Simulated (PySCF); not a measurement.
# Electron correlation in In⁺ (indium, charge +1)

[Kr] 4d10 5s2, closed-shell 1S. All numbers are calculated (PySCF 2.14, a scalar-relativistic core potential, in def2-TZVPPD with the def2 core potential (28 electrons) (7s5p4d2f, 56 functions)). Frozen: nothing; 20 electrons correlated.

```tsv
level	correlation energy (mhartree)
CCSD	-292.93
(T)	-8.00
CCSD(T)	-300.93
```

Diagnostics: T1 = 0.012, D1 = 0.0341, largest double amplitude 0.073.

Cost of the coupled-cluster step: of the order of 4 core-seconds, for 20 correlated electrons.

The basis has no tight functions for the innermost shells, so their pair energies are far from complete.

This basis was not built for core-valence correlation, so the inner-shell part is incomplete.
